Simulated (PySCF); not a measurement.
Al(H)(OH)(SMe) (CH5AlOS), SMILES C[S][AlH][OH].

The structure is a stationary point at PBE0-D3(BJ)/def2-SVP. One conformer was computed; it need not be the lowest.

Calculation: M06-2X/def2-TZVP (PySCF).

Gas-phase values at a fixed geometry.

```yaml
total_energy: -757.03360 hartree
point_group: Cs
highest_occupied_level: -8.15 eV
lowest_empty_level: 0.10 eV
orbital_gap: 8.25 eV
dipole_moment: 1.88 D
quadrupole, principal values (traceless, Buckingham form, about the centre of nuclear charge): -5.51, -0.29, 5.80 D·Å
mean_static_polarisability: 60.2 bohr³ (8.92 Å³)
polarisability_principal_values: 46.8, 58.8, 74.9 bohr³
```
